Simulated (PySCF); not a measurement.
# Spinor energies of Si⁺ (silicon, charge +1)

Start: [Ne] 3s2 3p1; 3p3/2 filled at m_j = +3/2. Calculated with PySCF 2.14 in an uncontracted even-tempered set (22 s from 0.026 bohr⁻², ratio 2.4; 15 p from 0.034 bohr⁻², ratio 2.4; 6 d from 0.41 bohr⁻², ratio 2.6; 5 f from 0.61 bohr⁻², ratio 2.6): generalised Hartree-Fock with the X2C-1e Hamiltonian and a Gaussian nucleus; one run each with spin-orbit coupling (SO) screened by Boettger's factors, then bare. This is a chosen level, not necessarily the ground level.

| spinor shell | electrons | ε, screened SO (eV) | ε, bare SO (eV) | weight of nominal j (bare SO) | rms radius, bare SO (bohr) |
| --- | --- | --- | --- | --- | --- |
| 1s1/2 | 2 | -1886.8 | -1886.8 | 1.000 | 0.129 |
| 2s1/2 | 2 | -177.91 | -177.91 | 1.000 | 0.612 |
| 2p1/2 | 2 | -125.75 | -125.83 | 0.982 | 0.598 |
| 3s1/2 | 2 | -22.881 | -22.882 | 0.999 | 2.24 |
| 3p3/2 | 1 | -15.978 | -15.976 | 1.000 | 2.66 |

Problem. Where does 2p3/2 lie, and what is the 2p spin-orbit splitting (bare SO)?

Solution. At -125.16 eV, 0.672 eV above 2p1/2.

```csv
quantity,screened SO,bare SO
E (hartree),-289.17862,-289.17864
M_J,3/2,3/2
⟨J²⟩,3.760,3.760
⟨L²⟩,2.008,2.008
⟨S²⟩,0.753,0.753
```

Each row is a mean over spinors that exchange with the open shell spreads, by up to 2.378 eV (3s1/2).
